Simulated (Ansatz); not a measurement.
Reaction (ligand exchange at a Ge–Se bond): `C[Se][GeH3]` + `NB(O)F` → `NB(F)[O][GeH3]` + `C[SeH]`

Gas-phase electronic energies from Ansatz, PBE0-D4/def2-TZVP geometries. CBS: MP2 limit from def2 TZ/QZ plus the TZ coupled-cluster correction, frozen cores. For Ge, Se outer-core shells are correlated without core-valence functions, which leaves a few kJ/mol of doubt a bond. Scalar relativity is left out up to krypton. Each species was taken in one conformer, which may not be the lowest.

`C[Se][GeH3]`:

```xyz
9

C    -0.159    0.388    1.575
Se    1.378   -0.113    0.473
Ge    0.197   -0.385   -1.533
H    -0.612    1.305    1.202
H     0.226    0.557    2.579
H    -0.889   -0.418    1.599
H     1.223   -0.792   -2.598
H    -0.490    0.935   -1.925
H    -0.875   -1.478   -1.372
```

`NB(O)F`:

Cartesian coordinates in Å:
```
N -0.726 0.476 0.349
B 0.096 -0.531 -0.189
O 1.412 -0.393 -0.515
F -0.440 -1.736 -0.408
H -1.690 0.297 0.564
H -0.426 1.411 0.551
H 1.775 0.477 -0.350
```

`NB(F)[O][GeH3]`:

```xyz
10

N    -0.692   -2.077   -0.274
B    -0.003   -0.858   -0.273
F     1.183   -0.791   -0.921
O    -0.487    0.243    0.352
Ge    0.335    1.832    0.397
H    -0.340   -2.895   -0.735
H    -1.575   -2.191    0.187
H     0.495    2.350   -1.039
H    -0.613    2.716    1.214
H     1.695    1.669    1.091
```

`C[SeH]`:

Cartesian coordinates in Å:
```
C 0.129 0.081 0.524
Se -0.729 0.511 -1.172
H -0.241 -0.866 0.911
H -0.146 0.882 1.210
H 1.210 0.060 0.411
H -0.224 -0.669 -1.884
```

| level | ΔE (kJ/mol) |
| --- | --- |
| CCSD(T)/def2-TZVPP | 15.5 |
| CCSD/CBS(def2) | 20.8 |

(1) What does CCSD(T)/CBS give? (Best estimate.)

Largest T1 diagnostic among the species: 0.012.

Results:

(1) Computed: +22.0 kJ/mol. The listed levels differ from it by -6.5, -1.2 kJ/mol.

In def2-TZVPP, CCSD(T) changes the Hartree–Fock value by +8.4 kJ/mol (the triples alone add +1.2 kJ/mol) and MP2 by +12.6 kJ/mol.
